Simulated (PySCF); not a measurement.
CdHCl, SMILES [CdH][Cl]. Atoms are numbered in the order given.

```xyz
3

Cd     0.0000     0.0000    -0.5695
H      0.0000     0.0000    -2.2212
Cl     0.0000     0.0000     1.7387
```
Charge 0, spin multiplicity 1.

Geometry optimised at B3LYP-D3(BJ)/def2-TZVPD. The def2 effective core potentials stand for the cores of Cd; spin–orbit coupling is left out.

The numbers are results of PySCF with HF/def2-TZVPD, not measurements.

Mulliken values depend strongly on the basis, most of all with diffuse functions as here. ESP charges are fitted to the potential on shells at 1.4 to 2.0 van der Waals radii. Atomic charges (e):

```tsv
atom	ESP fit	Mulliken
Cd1	0.80	0.77
H2	-0.32	-0.19
Cl3	-0.48	-0.59
```
